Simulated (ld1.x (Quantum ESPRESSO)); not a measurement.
**I: PAW pseudisation with PBE, scalar-relativistic reference atom.**

* Element: iodine (I)
* Generator: ld1.x (Quantum ESPRESSO) 7.5
* Type: PAW
* Functional: PBE
* Relativity: scalar-relativistic
* Frozen core: [Kr]
* Valence charge: 17
* Reference configuration: 4d10 5s2 5p5
* Partial waves: 5s (bound): rcut 1.60, rcutus 1.90 bohr; 5s channel at 0.05 Ry: rcut 1.60, rcutus 1.90 bohr; 5p (bound): rcut 1.50, rcutus 1.95 bohr; 5p channel at -0.15 Ry: rcut 1.50, rcutus 1.95 bohr; 4d (bound): rcut 1.45, rcutus 1.55 bohr; 4d channel at -2 Ry: rcut 1.45, rcutus 1.55 bohr
* Local potential: all-electron potential smoothed inside 1.20 bohr (lloc = -1)
* Core correction: a·sin(br)/r model core, default radius (ld1.x builds one for every PAW set, though the input has nlcc=.false.)
* Augmentation charge: BESSEL, radius 1.65 bohr

All-electron outer shells of the reference configuration (PBE, scalar-relativistic, ld1.x):

```
shell  level (eV)  outermost node (bohr)  outermost maximum (bohr)
   4s     -180.60                   0.37                      0.68
   4p     -127.57                   0.37                      0.72
   4d      -50.28                   0.35                      0.78
   5s      -17.41                   0.88                      1.70
   5p       -7.09                   0.96                      2.02
```

Question: Does the generator finish with these settings?

Answer: Yes, a potential is produced and its reference levels are reproduced.

Question: Does the potential have ghost states?

Answer: Ghost states, extra bound levels that the all-electron valence spectrum of the same l lacks: s at -264.3 eV, p at -25.9 eV (d not tested). A true bound ghost makes a file unfit for plane-wave use.

Question: Is the overlap operator S = 1 + Σ q|β⟩⟨β| positive definite (Bessel basis up to 400 Ry)?

Answer: No: its lowest eigenvalue is -0.077, in the d channel, so the generalised eigenproblem breaks down once the basis is large enough.

Question: Tests: 4d10 5s2 5p4; 4d10 5s2 5p3; 4d10 5s2 5p2; 4d10 5s1 5p5; 4d9 5s2 5p6; 4d10 5s2 5p5.3; 4d10 5s2 5p4.5. Which has the largest error in its energy relative to the reference configuration, and how large is it?

Answer: 4d9 5s2 5p6, with -225 meV (all-electron minus pseudo) on +45.86 eV.

Its overlap operator is not positive definite in a basis up to 400 Ry (lowest eigenvalue d -0.08), so the file is unfit for use: the generalised eigenproblem breaks down once the basis is large enough, and its test numbers describe a broken file.
